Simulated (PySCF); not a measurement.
Frontier levels across methods

Compound: C2H10N2Si.
Cartesian coordinates in Å at the PBE0-D3(BJ)/def2-SVP level; atoms count from 1:
```
atom  x, y, z in Å
C1     1.6222   -0.2887    0.6291
Si2   -0.1564   -0.1382    0.0328
C3    -0.3407    1.4762   -0.9142
N4    -0.7029   -1.3733   -1.0553
N5    -1.1316   -0.3152    1.4551
H6     1.8853    0.5113    1.3412
H7     2.3265   -0.2206   -0.2151
H8     1.7859   -1.2549    1.1321
H9    -0.0221    2.3335   -0.3005
H10    0.2789    1.4780   -1.8268
H11   -1.3864    1.6420   -1.2172
H12   -0.4911   -1.3124   -2.0441
H13   -0.7122   -2.3380   -0.7435
H14   -2.1412   -0.2588    1.3824
H15   -0.8095    0.0613    2.3387
```

Basis pcSseg-1 throughout (PySCF), one geometry. Isolated species at its PBE0-D3(BJ)/def2-SVP geometry (one conformer only).

Task: How do the orbital energies, the gap and the dipole change with the method?

Result: 
```csv
method,kind,HOMO (eV),LUMO (eV),gap (eV),μ (D),SCF cycles
BLYP,GGA,-5.29,0.26,5.55,0.03,13
OPBE,GGA,-5.40,0.52,5.92,0.06,13
PBE,GGA,-5.42,0.30,5.71,0.04,13
B97-D,GGA,-5.43,0.40,5.84,0.06,13
LDA,LDA,-5.53,0.18,5.71,0.07,13
BP86,GGA,-5.53,0.39,5.92,0.05,12
KT2,GGA,-5.55,0.18,5.72,0.04,13
KT3,GGA,-5.55,0.08,5.63,0.04,13
B97-2,global hybrid,-6.60,1.13,7.72,0.12,12
B3LYP,global hybrid,-6.60,0.77,7.37,0.08,12
PBE0,global hybrid,-6.86,1.12,7.98,0.11,12
mPW1PW91,global hybrid,-6.90,1.11,8.01,0.12,12
BHandHLYP,global hybrid,-8.19,1.74,9.94,0.15,12
CAM-B3LYP,range-separated hybrid,-8.26,1.92,10.18,0.12,12
wB97X-D,range-separated hybrid,-8.77,2.92,11.69,0.12,13
LC-wPBE,range-separated hybrid,-9.67,3.30,12.97,0.18,12
HF,Hartree–Fock,-10.31,3.85,14.17,0.20,9
```

The HOMO spans 5.03 eV, from BLYP down to HF, and the gap runs from 5.55 eV (BLYP) to 14.17 eV (HF). Over the methods BLYP (0 %), OPBE (0 %), PBE (0 %), B97-D (0 %), LDA (0 %), BP86 (0 %), KT2 (0 %), KT3 (0 %), B97-2 (21 %), B3LYP (20 %), PBE0 (25 %), mPW1PW91 (25 %), BHandHLYP (50 %), HF (100 %), a straight line through the gap against the share of exact exchange rises by 0.84 eV for each 10 % (correlation coefficient 0.999). The dipole ranges from 0.03 D (BLYP) to 0.20 D (HF). This basis has no diffuse functions.
